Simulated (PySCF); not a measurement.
## How methods differ on the excitation energy of Cd+

Cd+ [Kr] 4d10 5s1 (2S) → Cd+ [Kr] 4d9 5s2 (2D), as a difference of total energies. All numbers are calculated (PySCF 2.14, scalar relativity through the core potential, in aug-cc-pwCVDZ-PP with ECP28MDF). Correlated levels: valence: 4s2 4p6 frozen. The calculations carry no spin-orbit coupling.

| method | excitation energy (eV) | error (eV) |
| --- | --- | --- |
| UHF | 8.914 | +0.048 |
| MP2 (valence) | 9.270 | +0.404 |
| SCS-MP2 (valence) | 9.082 | +0.216 |
| CCSD (valence) | 9.054 | +0.188 |
| CCSD(T) (valence) | 9.038 | +0.172 |

Reference: 8.866 eV (measured; NIST levels, between the centres of gravity of the two terms).

Errors of the correlated levels include the incompleteness of this basis and the frozen core.
